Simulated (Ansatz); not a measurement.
`[SH][GeH]([SH])[SH]`, charge 0, multiplicity 1.

Give a relaxed structure at PBE0-D4/def2-TZVP (Ansatz). (Estimate.)

The calculation gave: 
Z-matrix (Å, degrees):
```
Ge
S 1 2.215
S 1 2.219 2 105.5
S 1 2.212 2 107.8 3 -121.6
H 1 1.537 2 113.5 3 121.7
H 2 1.345 1 93.7 3 -48.1
H 3 1.345 1 93.9 2 169.4
H 4 1.344 1 93.4 2 64.9
```
